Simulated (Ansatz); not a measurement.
Isolated molecules relaxed with PBE0-D4/def2-TZVP in Ansatz; ΔE leaves out vibrations. CBS: MP2 limit from def2 TZ/QZ plus the TZ coupled-cluster correction, frozen cores. This one scheme is used for every species. DFT in def2-TZVPP. Elements past krypton have def2 core potentials. For Te outer-core shells are correlated without core-valence functions, which leaves a few kJ/mol of doubt a bond. Each species was taken in one conformer, which may not be the lowest.

`FC[SiH2][SiH3]` + H₂Te → `[SiH3][SiH2][TeH]` + `CF`  (ligand exchange at the Si–C bond)

CCSD(T)/CBS gives -0.92 eV.

Another level gave -0.87 eV. Which?
A. ωB97M-V/def2-TZVPP
B. MP2/def2-TZVPP
C. PBE0-D4/def2-TZVPP
D. PBE-D4/def2-TZVPP

D. PBE-D4 -0.87, PBE0-D4 -0.91, ωB97M-V -0.82, MP2/def2-TZVPP -0.96 eV.

Largest T1 diagnostic among the species: 0.012.

The D4 term adds −0.04 eV with B3LYP and −0.02 eV with PBE0; it sums over pairs of atoms, weighted by their polarisabilities, and B3LYP, whose exchange is more repulsive, gets the larger term. From PBE to PBE0 (25 % exact exchange), in def2-TZVPP and without D4, ΔE moves by −0.04 eV.

B3LYP here is the variant with VWN-RPA as its local correlation; programs differ in this.
